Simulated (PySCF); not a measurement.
[Pb(H2O)4]2+ at several levels of theory

Computed with PySCF 2.14.0 (density fitting, no spin-orbit coupling) at the geometry relaxed with PBE0:

```xyz
13
[Pb(H2O)4]2+ (singlet)
Pb    0.0000    0.0000    0.0000
O     1.4593    1.4589    1.4018
H     2.2490    1.2013    1.9051
H     1.3692    2.4156    1.5444
O    -1.4593   -1.4018    1.4589
H    -1.3691   -1.5445    2.4156
H    -2.2490   -1.9050    1.2013
O     1.4593   -1.4589   -1.4018
H     1.3692   -2.4156   -1.5444
H     2.2490   -1.2013   -1.9051
O    -1.4593    1.4018   -1.4589
H    -2.2490    1.9050   -1.2013
H    -1.3691    1.5445   -2.4156
```

```json
{"level": "PBE0", "basis": "Pb def2-SVP with ECP60, O def2-SVP, H def2-SVP", "state": "singlet", "HOMO (eV)": "-18.20", "gap (eV)": "8.35", "charge on Pb1 (e)": "1.25", "dipole about the centre of mass (D)": "0.00", "largest force component (eV/Å)": "0.01"}
{"level": "PBE0", "basis": "Pb def2-TZVP with ECP60, O def2-TZVP, H def2-TZVP", "state": "singlet", "HOMO (eV)": "-18.45", "gap (eV)": "8.42", "charge on Pb1 (e)": "1.45", "dipole about the centre of mass (D)": "0.00", "largest force component (eV/Å)": "0.17"}
```

Charges are Mulliken's, which hang on the basis. The relaxation used the grid (50, 194), these runs (75, 302) or, all-electron (x2c bases, spin-free X2C Hamiltonian), (99, 590).

A further run in the first row's basis gives HOMO (eV) -16.20, gap (eV) 5.71, charge on Pb1 (e) 1.15, dipole about the centre of mass (D) 0.00, largest force component (eV/Å) 0.49. Which level was it?
A. revPBE
B. M06-L

A. The others give HOMO -16.74 eV (M06-L).

In the first row's basis the gap widens with exact exchange: 5.7 to 6.5 eV for revPBE, M06-L (none); 8.4 eV for PBE0 (a fixed share).

A frequency check found unstable modes (2, the lowest at -23 cm⁻¹), so the relaxed geometry is a saddle point, or these are noise.
